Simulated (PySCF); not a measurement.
# What a mistake does to a calculation on AlBCl2H

Calculated results; nothing here was measured. They come from PySCF 2.14.0, an open-source quantum chemistry program, on an isolated molecule that a program drew, which may never have been made. The molecule is AlBCl2H (charge 0, doublet), drawn as the SMILES string `Cl[BH][Al][Cl]`.

Each row is a Hartree-Fock (HF) and frozen-core CCSD(T) single point in the cc-pV(D+d)Z basis, meant for a local HF minimum. Run 1 is clean. Each other run has one planted mistake out of seven kinds, and not every kind appears here: one electron removed, one electron added, multiplicity raised by two, geometry at a saddle point, minimal basis STO-3G, one bond length entered in bohr, all coordinates scaled. The reference is restricted for singlets and unrestricted otherwise, and also for a bond in bohr. Adding or removing an electron swaps singlet and doublet. Electrons count all cores. HOMO and LUMO are orbital energies over both spins, the gradient is its largest component, and the lowest frequency (negative if imaginary) is given only where the gradient is small. Bond lengths are over the 4 bonds as drawn. T1 is the CCSD diagnostic: over 0.02 (restricted) or 0.045 (unrestricted) a single reference is doubtful.

Geometry of the clean run:
```xyz
5
AlBCl2H, angstrom
Cl    0.4964   -2.1120    4.2834
B     0.2971   -2.8414    2.6815
Al   -1.6296   -2.7123    1.7059
Cl   -1.9374   -1.1213    0.3156
H     1.2425   -3.4499    2.2724
```

| run | electrons | basis functions | <S^2> | HOMO (eV) | LUMO (eV) | gradient (hartree/bohr) | lowest frequency (cm^-1) | mean bond (Å) | longest bond (Å) | T1 | HF (hartree) | CCSD(T) (hartree) | mistake |
|---|---|---|---|---|---|---|---|---|---|---|---|---|---|
| 1 | 53 | 88 | 0.780 | -8.43 | 0.56 | 1.7e-05 | 46 | 1.8166 | 2.163 | 0.0186 | -1186.26479 | -1186.71341 | no fault |
| 2 | 54 | 88 | 0.000 | -0.97 | 6.15 | 3.8e-02 | - | 1.8166 | 2.163 | 0.0203 | -1186.26959 | -1186.74925 | one electron added |
| 3 | 52 | 88 | 0.000 | -16.21 | -6.86 | 4.9e-02 | - | 1.8166 | 2.163 | 0.0219 | -1185.98281 | -1186.43780 | one electron removed |
| 4 | 53 | 33 | 0.772 | -5.96 | 5.26 | 3.5e-02 | - | 1.8166 | 2.163 | 0.0166 | -1173.19913 | -1173.28090 | ? |
| 5 | 53 | 88 | 0.780 | -8.57 | 0.42 | 1.5e-02 | - | 1.8566 | 2.211 | 0.0188 | -1186.26286 | -1186.71170 | ? |

**Which mistake was planted in run 4, and what did it cost?**

It has 33 basis functions where the clean run has 88, with the same electrons and geometry. So the mistake is: minimal basis STO-3G. Subtracting run 1 and multiplying by 627.51 kcal/mol a hartree, the energy moved by 8198.8 kcal/mol in HF and 8429.0 kcal/mol in CCSD(T).

**Which mistake was planted in run 5, and what did it cost?**

The mean and the longest bond both change by the same factor, 1.022, and the gradient is no longer small. So the mistake is: all coordinates scaled. Subtracting run 1 and multiplying by 627.51 kcal/mol a hartree, the energy moved by 1.2 kcal/mol in HF and 1.1 kcal/mol in CCSD(T).

Cautions from the logs. Run 2: T1 is over the limit, so its CCSD(T) energy is less reliable; run 3: T1 is over the limit, so its CCSD(T) energy is less reliable.
